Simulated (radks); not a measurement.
The numbers below are computed, except where a source is named.
Problem. The cadmium ion Cd+, [Kr] 4d10 5s1. Code: a radial shooting solver on a logarithmic mesh with Libxc functionals. Model: non-relativistic Kohn-Sham, LDA (Slater exchange, Perdew-Wang correlation), spin-polarised, spherical densities, point nucleus. Every spin shell is full or empty, so the densities are truly spherical. Functionals are evaluated on that one density, not self-consistently. Rank these orbital-free kinetic functionals by their error against the exact value of the orbitals, and give that value: Thomas-Fermi, von Weizsacker, TF + vW, TF + vW/9, TF + vW/5, LC94, APBEK, revAPBEK, Perdew 92, Pearson, LKT, Ernzerhof.

Solution. Exact: 5458.79 hartree. From best to worst, with 100 (|E| - |E exact|)/|E exact| (equal figures are ties): LC94 +0.07, APBEK +0.12, revAPBEK +0.31, Ernzerhof -0.40, Perdew 92 -0.67, TF + vW/9 -0.68, Pearson -0.93, TF + vW/5 +3.06, Thomas-Fermi -5.35, LKT +19.46, TF + vW +36.72, von Weizsacker -57.93.
